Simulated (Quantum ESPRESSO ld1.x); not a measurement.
Results of a calculation; reference values are marked as such.
Task: These are the eigenvalues of the occupied orbitals of an atom or ion with whole-number occupations (eV). Level of theory: scalar-relativistic Kohn-Sham, LDA (Slater exchange, Perdew-Zunger correlation), spin-polarised, spherical densities, point nucleus (ld1.x of Quantum ESPRESSO 7.5).

1s: -3718.04
2s: -544.501
2p: -473.985

Which element is it, and in what charge state? The configuration may be excited. Open shells, if any, are filled with parallel spins first.

Result: Z = 19, potassium, charge +9: K9+ in [Ne]. The list shows which subshells hold electrons but not how many an open one holds; the 1s level, -136.64 hartree, gives Z - s = 16.5 by -(Z - s)^2/2, which with screening and relativity narrows Z to a few neighbours, and the depths of the outer levels then fix element, charge and occupations together.
